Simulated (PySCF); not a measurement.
**Molecular orbitals of NaCa⁺**

r²SCAN at R = 3.558 Å; basis Na x2c-SVPall, Ca x2c-SVPall; spin-free X2C with a Gaussian nucleus; PySCF 2.14. State: ¹Σ⁺ (singlet), closed shell. Only the outer orbitals are listed, counted within each symmetry.

```json
{"orbital": "6σ", "occ.": "2", "ε (eV)": "-53.48", "on Na (%)": "0", "main shells (%)": "100 Ca s"}
{"orbital": "2π", "occ.": "2", "ε (eV)": "-34.71", "on Na (%)": "100", "main shells (%)": "100 Na p"}
{"orbital": "2π", "occ.": "2", "ε (eV)": "-34.71", "on Na (%)": "100", "main shells (%)": "100 Na p"}
{"orbital": "7σ", "occ.": "2", "ε (eV)": "-34.68", "on Na (%)": "100", "main shells (%)": "100 Na p"}
{"orbital": "3π", "occ.": "2", "ε (eV)": "-33.54", "on Na (%)": "0", "main shells (%)": "100 Ca p"}
{"orbital": "3π", "occ.": "2", "ε (eV)": "-33.54", "on Na (%)": "0", "main shells (%)": "100 Ca p"}
{"orbital": "8σ", "occ.": "2", "ε (eV)": "-33.45", "on Na (%)": "0", "main shells (%)": "100 Ca p"}
{"orbital": "9σ", "occ.": "2", "ε (eV)": "-8.04", "on Na (%)": "24", "main shells (%)": "71 Ca s, 18 Na s"}
{"orbital": "10σ", "occ.": "0", "ε (eV)": "-6.05", "on Na (%)": "34", "main shells (%)": "34 Na s, 24 Ca s, 22 Ca d"}
{"orbital": "4π", "occ.": "0", "ε (eV)": "-5.62", "on Na (%)": "7", "main shells (%)": "89 Ca d"}
{"orbital": "4π", "occ.": "0", "ε (eV)": "-5.62", "on Na (%)": "7", "main shells (%)": "89 Ca d"}
```

Task: Which are the highest filled and the lowest empty level, where do they sit, and how wide is the gap?

Result: Highest filled 9σ at -8.04 eV (in %: 71 Ca s, 18 Na s); lowest empty 10σ at -6.05 eV (in %: 34 Na s, 24 Ca s, 22 Ca d); the gap at r²SCAN is 1.99 eV.

| Quantity | Value |
| --- | --- |
| bond order (Mayer) | 0.74 |
| ⟨S²⟩ | 0.000 |
| charge on Na (Mulliken, basis-dependent) | 0.51 |
| charge on Na (Löwdin, basis-dependent) | 0.36 |
| dipole moment (positive dipole points towards Ca; it is taken about the centre of mass and depends on that origin) | -2.24 D |

Closed-shell solutions of metal pairs were not tested for spin polarisation, which can lower them a little.
